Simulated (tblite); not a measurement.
Species: C5H3NSe (charge -1 and doublet state).
SMILES with atom numbers: `[N-:1]=[C:2][c:3]1[cH:4][cH:5][cH:6][se:7]1` (hydrogens: H8 on C4; H9 on C5; H10 on C6)
Bond orders are those of one Lewis drawing.

Computed with GFN2-xTB (tblite), gas phase: L-BFGS steps from a force-field or distance-geometry start until the largest atomic force falls under 0.01 eV/Å.

Step 27: E = -502.0506 eV
```
atom  x, y, z in Å  |  force x, y, z in eV/Å
N1      3.4889    0.4671    0.0373    0.056  -0.025  -0.002
C2      2.3223    0.4005    0.0098   -0.071  -0.006  -0.030
C3      0.9632    0.3056   -0.0149   -0.027  -0.012   0.017
C4      0.1582   -0.8596   -0.0284   -0.029   0.026  -0.056
C5     -1.2040   -0.6393   -0.0028   -0.018   0.025   0.035
C6     -1.6228    0.6804   -0.0529    0.010   0.010   0.014
Se7    -0.1516    1.8862   -0.0234   -0.052  -0.089   0.030
H8      0.6046   -1.8436   -0.0748    0.033   0.060   0.042
H9     -1.9279   -1.4469    0.0209    0.037   0.019  -0.017
H10    -2.6220    1.0543    0.1067    0.061  -0.010  -0.034
```

Step 28: E = -502.0514 eV
```
atom  x, y, z in Å  |  force x, y, z in eV/Å
N1      3.4893    0.4685    0.0321    0.067  -0.036  -0.004
C2      2.3229    0.3979    0.0072   -0.119   0.021  -0.022
C3      0.9627    0.3062   -0.0118    0.019  -0.033   0.015
C4      0.1578   -0.8588   -0.0290   -0.030   0.014  -0.037
C5     -1.2044   -0.6400   -0.0043   -0.015   0.031   0.037
C6     -1.6236    0.6792   -0.0556    0.029   0.035   0.016
Se7    -0.1519    1.8840   -0.0151   -0.054  -0.049   0.018
H8      0.6060   -1.8417   -0.0683    0.035   0.038   0.028
H9     -1.9285   -1.4463    0.0190    0.027  -0.006  -0.021
H10    -2.6213    1.0557    0.1033    0.041  -0.015  -0.029
```

Step 29: E = -502.0521 eV
```
atom  x, y, z in Å  |  force x, y, z in eV/Å
N1      3.4884    0.4682    0.0273    0.030  -0.044  -0.004
C2      2.3217    0.3960    0.0052   -0.029   0.043  -0.020
C3      0.9625    0.3063   -0.0116   -0.026  -0.038   0.019
C4      0.1570   -0.8578   -0.0308   -0.006   0.000  -0.011
C5     -1.2046   -0.6398   -0.0053   -0.011   0.016   0.030
C6     -1.6232    0.6790   -0.0586    0.022   0.040   0.020
Se7    -0.1533    1.8815   -0.0052   -0.028   0.008   0.002
H8      0.6080   -1.8392   -0.0607    0.030   0.013   0.011
H9     -1.9279   -1.4458    0.0176    0.008  -0.028  -0.024
H10    -2.6198    1.0562    0.0996    0.008  -0.010  -0.022
```

**Question.** Estimate the geometry and energy of step 30. (The exact step hangs on the optimiser's Hessian estimate; all steps are aligned on step 29, rigid shifts and turns removed.)

**Answer.** E = -502.0524 eV, largest force 0.056 eV/Å
```
atom  x, y, z in Å  |  force x, y, z in eV/Å
N1      3.4892    0.4687    0.0234   -0.007  -0.046  -0.009
C2      2.3222    0.3959    0.0024   -0.040   0.039  -0.008
C3      0.9620    0.3051   -0.0079    0.025  -0.004   0.014
C4      0.1562   -0.8579   -0.0300   -0.001  -0.006  -0.001
C5     -1.2053   -0.6391   -0.0047    0.000  -0.005   0.017
C6     -1.6228    0.6799   -0.0605    0.014   0.015   0.022
Se7    -0.1542    1.8805    0.0000    0.001   0.031  -0.002
H8      0.6085   -1.8384   -0.0569    0.023   0.000   0.004
H9     -1.9276   -1.4458    0.0148   -0.001  -0.026  -0.020
H10    -2.6193    1.0558    0.0969   -0.015   0.003  -0.018
```

The energy changes by -0.0003 eV. The first-order estimate −F·Δx gives -0.0005 eV and the mean of the old and new forces, exact on a quadratic surface, -0.0003 eV. The step makes an angle of 70° with the force vector and moves no atom by more than 0.005 Å.

The cost below is that of the whole relaxation. On one thread of an Intel Xeon at 2.50 GHz, shared host with 64 logical CPUs at a one-minute load of 62, this took 0.73 s.
